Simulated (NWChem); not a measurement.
Molecule: C₅H₅N; SMILES C=C/C=C/C#N

```xyz
11

C      0.4155    -2.8419     0.0000
C     -0.3540    -1.7417     0.0000
C      0.1817    -0.3939     0.0000
C     -0.5869     0.7181     0.0000
C     -0.0433     2.0346     0.0000
N      0.3847     3.1179     0.0000
H      1.5010    -2.7771     0.0000
H     -0.0142    -3.8387     0.0000
H     -1.4390    -1.8395     0.0000
H      1.2653    -0.2888     0.0000
H     -1.6724     0.6450     0.0000
```
Atoms are numbered in this order, from 1.

All runs: NWChem. Structure relaxed at the B3LYP/6-31G* (spherical d) level. Level: M05-2X/def2-SVP with SMD (1 M gas to 1 M solution), gas-phase geometry.

| solvent | dielectric constant | solvation free energy (kcal/mol) | cavity-dispersion-structure term (kcal/mol) | dipole in solution (D) |
|---|---|---|---|---|
| water | 78.4 | -2.8 | 5.5 | 6.16 |
| anisole | 4.22 | -5.7 | 0.4 | 5.73 |
| tetrahydrofuran | 7.43 | -6.3 | 0.7 | 5.92 |
| chloroform | 4.71 | -6.6 | -0.3 | 5.77 |
| ethanol | 24.9 | -5.9 | 2.1 | 6.10 |
